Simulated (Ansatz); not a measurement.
`BCCBO` + `N=C(N)F` → `BNC(=N)F` + `CCBO`  (ligand exchange at a B–C bond)

Program: Ansatz. Geometries: PBE0-D4/def2-TZVP. ΔE: electronic, gas phase. CBS: MP2 limit from def2 TZ/QZ plus the TZ coupled-cluster correction, frozen cores. Functionals use def2-TZVPP. Each species was taken in one conformer, which may not be the lowest.

```
       level  ΔE (kJ/mol)
     PBE0-D4       -123.1
HF/CBS(def2)       -127.0
```

(1) What does CCSD(T)/CBS give? (Estimate.)

Largest T1 diagnostic among the species: 0.014.

Answers

(1) The calculation gave: -127.8 kJ/mol. The listed levels differ from it by 4.7, 0.8 kJ/mol.
